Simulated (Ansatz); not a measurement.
Sn10O4H16, 30 atoms. Hardware: 2 threads of AMD EPYC 7R13 on a shared host and a share (18 GiB) of an NVIDIA H100 80GB HBM3.

In the def2 sets Sn takes a core potential; there is no spin–orbit coupling. Single mean-field runs in def2-TZVP are fitted with def2-universal-jkfit.

(1) How many basis functions does each of these Ansatz runs have, and roughly what does it cost? PBE-D4/def2-TZVP, charge -1 doublet, energy, from earlier orbitals; PBE-D4/def2-TZVP, charge 1 doublet, energy, from earlier orbitals; PBE-D4/def2-TZVP, charge 1 doublet at the geometry of the charge 0 singlet, energy, from earlier orbitals; PBE0-D4/def2-TZVP, charge 0 singlet, energy, from earlier orbitals; PBE-D4/def2-SVP, charge 0 singlet, relaxation, 50 steps; r2SCAN-D4/def2-TZVP, charge 0 singlet, energy, from earlier orbitals; PBE-D4/def2-TZVP, charge 0 singlet, energy and forces, from earlier orbitals; LDA (SPW92)/def2-TZVP, charge 0 singlet, energy and forces, from earlier orbitals; PBE0-D4/def2-TZVP, charge 1 doublet, energy, from earlier orbitals; PBE0-D4/def2-TZVP, charge -1 doublet at the geometry of the charge 0 singlet, energy; HF/def2-TZVP, charge 0 singlet, energy, from earlier orbitals; PBE-D4/def2-TZVP, charge 0 triplet at the geometry of the charge 0 singlet, energy, from earlier orbitals.

## Answers

(1) Other jobs shared the machine, so times can vary by a factor of up to 3. A dash marks memory too small to be measured apart from the calling script's.

```
                                                                                                      run  functions  fitting or Cholesky vectors  wall time  peak host memory (GiB)
                                            HF/def2-TZVP, charge 0 singlet, energy, from earlier orbitals        720                         2776      3.8 s                       –
                                       PBE0-D4/def2-TZVP, charge 0 singlet, energy, from earlier orbitals        720                         2776      4.5 s                       –
                                     r2SCAN-D4/def2-TZVP, charge 0 singlet, energy, from earlier orbitals        720                         2776      5.5 s                       –
                        LDA (SPW92)/def2-TZVP, charge 0 singlet, energy and forces, from earlier orbitals        720                         2776      5.5 s                       –
                                       PBE-D4/def2-TZVP, charge -1 doublet, energy, from earlier orbitals        720                         2776      6.5 s                     1.3
PBE-D4/def2-TZVP, charge 1 doublet at the geometry of the charge 0 singlet, energy, from earlier orbitals        720                         2776      7.5 s                     1.4
                                        PBE-D4/def2-TZVP, charge 1 doublet, energy, from earlier orbitals        720                         2776        8 s                     1.3
                             PBE-D4/def2-TZVP, charge 0 singlet, energy and forces, from earlier orbitals        720                         2776        8 s                       –
PBE-D4/def2-TZVP, charge 0 triplet at the geometry of the charge 0 singlet, energy, from earlier orbitals        720                         2776        9 s                     1.3
                                       PBE0-D4/def2-TZVP, charge 1 doublet, energy, from earlier orbitals        720                         2776       14 s                     1.3
                     PBE0-D4/def2-TZVP, charge -1 doublet at the geometry of the charge 0 singlet, energy        720                         2776       16 s                     1.4
                                                  PBE-D4/def2-SVP, charge 0 singlet, relaxation, 50 steps        396                         4410    3.1 min                       –
```
